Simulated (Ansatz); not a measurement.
Relaxing a trial structure of AlGeH4Si

The starting geometry of this gas-phase doublet was optimised with GFN2-xTB.

```yaml
atoms:
  - { symbol: Al, position_ang: [0.9330, -0.5252, -0.3985] }
  - { symbol: Ge, position_ang: [3.0639, 0.1589, -1.2928] }
  - { symbol: Si, position_ang: [1.1802, 1.8440, -1.0538] }
  - { symbol: H, position_ang: [-0.2222, -1.5187, 0.1534] }
  - { symbol: H, position_ang: [3.0561, 0.2850, 0.3935] }
  - { symbol: H, position_ang: [1.2402, 3.2081, -0.4643] }
  - { symbol: H, position_ang: [0.4092, 2.1361, -2.2969] }
```

**Question.** Where would you expect an optimisation with PBE0-D3(BJ)/def2-SVP to take it?

**Answer.** A new bond forms, giving a structure with H5 bridging Al1 and Ge2, given below by its coordinates. Contacts that close: Al1–H5 (2.41 → 1.85 Å).

The energy falls by 0.38 eV over 10 steps:

```csv
step,E − E(last) (eV)
1,0.377
2,0.173
3,0.078
4,0.029
5,0.008
6,0.001
7,0.000
8,0.000
9,0.000
10,0.000
```

Final geometry (Å):

```
atom   x (Å)    y (Å)    z (Å)
  Al  0.9452  -0.4258  -0.3872
  Ge  3.0434   0.2724  -1.3842
  Si  1.2359   1.8793  -1.2049
   H  0.0978  -1.4333   0.4946
   H  2.6130   0.0090   0.2771
   H  1.0738   3.0094  -0.2330
   H  0.6513   2.2771  -2.5217
```

Frequencies at the end are all real (lowest 215 cm⁻¹). Open shells are spin-unrestricted. Run with Ansatz 0.2.0, 41 s on 2 threads of Arm Neoverse V2, with other jobs on the host.
